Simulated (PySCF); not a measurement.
A PySCF script (with the pyscf-properties extension) for the NMR shieldings of SMILES C(C)(C)OC1=CC=CC=C1, C₉H₁₂O, on a GFN2-xTB geometry:

```python
import basis_set_exchange as bse
import numpy as np
from pyscf import gto, dft
from pyscf.prop import nmr

atoms = """
C    -1.797584   -0.562703   -1.613394
C    -1.715297   -0.203105   -0.129199
C    -2.874605   -0.821481    0.646502
O    -0.527509   -0.715915    0.457572
C     0.661645   -0.081432    0.282273
C     1.753902   -0.680811    0.914970
C     3.010839   -0.121834    0.826791
C     3.208206    1.045517    0.105234
C     2.131579    1.641012   -0.523300
C     0.863449    1.088697   -0.442495
H    -1.844151   -1.643169   -1.725735
H    -0.923400   -0.201480   -2.149427
H    -2.687942   -0.122065   -2.053942
H    -1.745227    0.889512   -0.005283
H    -2.844475   -1.903304    0.548534
H    -2.796818   -0.568302    1.700440
H    -3.820616   -0.453381    0.260071
H     1.584253   -1.587722    1.474073
H     3.842517   -0.597552    1.325549
H     4.191742    1.484666    0.034790
H     2.271533    2.550378   -1.089669
H     0.047549    1.583861   -0.945889
"""
names = dict.fromkeys(["C", "O", "H"], "pcSseg-1")
basis = {el: gto.basis.parse(bse.get_basis(n, elements=[el], fmt="nwchem")) for el, n in names.items()}
mol = gto.M(atom=atoms, basis=basis, charge=0, verbose=0)
mf = dft.RKS(mol, xc="PBE0")
mf.grids.level = 2
mf.grids.alignment = dft.numint.BLKSIZE   # the property module wants whole blocks of grid points
mf.conv_tol = 1e-9
mf.kernel()

calc = nmr.RKS(mf)   # GIAO
C = mf.mo_coeff
Co = C[:, mf.mo_occ > 0]
resp = mf.gen_response(singlet=True, hermi=2)
def vind(x):   # induced exchange potential for any number of trial vectors
    d = np.einsum("pi,xij,qj->xpq", C, 2 * x.reshape(-1, C.shape[1], Co.shape[1]), Co, optimize=True)
    return np.einsum("xpq,pi,qj->xij", resp(d - d.transpose(0, 2, 1)), C, Co, optimize=True).ravel()
mo1, _ = nmr.rhf.solve_mo1(calc, with_cphf=vind)
sigma = calc.kernel(mo1)
for i, s in enumerate(sigma):   # ppm
    print("%2d %-2s %9.2f" % (i, mol.atom_pure_symbol(i), np.trace(s) / 3))
```

Q: What are the results?

A: 
```
 0 C     165.48
 1 C     116.37
 2 C     161.24
 3 O     182.22
 4 C      22.34
 5 C      62.40
 6 C      51.42
 7 C      62.34
 8 C      52.55
 9 C      73.57
10 H      30.71
11 H      29.76
12 H      30.79
13 H      27.30
14 H      30.19
15 H      30.03
16 H      30.58
17 H      24.48
18 H      24.13
19 H      24.60
20 H      24.18
21 H      24.89
```

These numbers come from an equivalent density-fitted implementation of the same equations, which agrees with the script to about 0.01 ppm for H and up to a few tenths of a ppm for heavy atoms, so last digits may differ.

Q: Turn these shieldings into chemical shifts. Shifts are taken against calculated references (same method and geometry level): 13C (σ = 186.93 ppm), 1H (σ = 31.72 ppm) against TMS; 17O (σ = 336.08 ppm) vs H2O.

A: Averaging equivalent atoms: C 4: 164.6; C 6/8: 134.9; C 7: 124.6; C 5/9: 118.9; C 1: 70.6; C 0/2: 23.6; O 3: 153.9; H 18/20: 7.56; H 19: 7.12; H 17/21: 7.04; H 13: 4.41; H 10/11/12/14/15/16: 1.38 ppm. Experimental scales use liquid or dissolved standards, which lie at an offset from isolated H2O (liquid H2O: subtract about 36 ppm).

Size and cost of the density-fitted run: 230 basis functions, 52 s wall time on 1 thread of an Arm Neoverse V1, shared host.
